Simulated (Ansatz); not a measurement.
Calculated with Ansatz (gas phase, PBE0-D4/def2-TZVP geometries, no zero-point term in ΔE). CCSD(T)/CBS adds triple-zeta CCSD(T) − MP2 to the extrapolated MP2 energy (def2 sets, frozen cores). DFT in def2-TZVPP. B3LYP here is the variant with VWN-RPA as its local correlation; programs differ in this. HSE06 is defined as in plane-wave codes. For Br, Ge outer-core shells are correlated without core-valence functions, which leaves a few kJ/mol of doubt a bond. Scalar relativity is left out up to krypton. One conformer a species, not always the lowest.

`[CH3][Ge]([NH2])([F])[F]` + `ClB(Br)Br` → `[CH3][Ge]([F])([F])[Br]` + `NB(Cl)Br`  (redistribution)

```csv
level,ΔE (kcal/mol),difference from CCSD(T)/CBS
LDA (SPW92),-29.2,-1.9
PBE-D4,-28.7,-1.4
revPBE-D4,-28.2,-0.9
BLYP-D4,-29.4,-2.1
r2SCAN-D4,-29.5,-2.2
B97M-V,-29.6,-2.3
PBE0-D4,-29.6,-2.3
B3LYP-D4,-30.1,-2.8
r2SCAN0-D4,-30.0,-2.7
HSE06-D4,-29.6,-2.3
BHLYP-D4,-31.1,-3.8
CAM-B3LYP-D4,-30.5,-3.2
ωB97X-V,-29.3,-2.0
B2PLYP,-29.1,-1.8
PBE-QIDH,-28.8,-1.5
PBE,-28.8,-1.5
revPBE,-28.5,-1.2
BLYP,-29.7,-2.4
r2SCAN,-29.5,-2.2
PBE0,-29.7,-2.4
B3LYP,-30.4,-3.1
r2SCANh,-29.7,-2.4
r2SCAN0,-30.1,-2.8
BHLYP,-31.4,-4.1
CAM-B3LYP,-30.6,-3.3
LC-ωPBE,-29.4,-2.1
RPA@PBE/def2-TZVPP,-26.0,1.3
HF/def2-SVP,-32.7,-5.4
MP2/def2-SVP,-28.6,-1.3
CCSD/def2-SVP,-29.4,-2.1
CCSD(T)/def2-SVP,-28.8,-1.5
HF/def2-TZVPP,-32.4,-5.1
MP2/def2-TZVPP,-26.7,0.6
SCS-MP2/def2-TZVPP,-27.3,0.0
CCSD/def2-TZVPP,-28.1,-0.8
HF/def2-QZVPP,-32.5,-5.2
MP2/def2-QZVPP,-26.7,0.6
SCS-MP2/def2-QZVPP,-27.3,0.0
MP2/CBS(def2),-26.7,0.6
CCSD/CBS(def2),-28.0,-0.7
CCSD(T)/CBS,-27.3,0
```

Largest T1 diagnostic among the species: 0.011.

Leaving LDA and LC-ωPBE aside and taking each functional with its dispersion term where it has one, the values spread over 2.9 kcal/mol, from BHLYP-D4 to revPBE-D4. In def2-TZVPP, CCSD(T) changes the Hartree–Fock value by +5.0 kcal/mol (the triples alone add +0.7 kcal/mol) and MP2 by +5.7 kcal/mol.
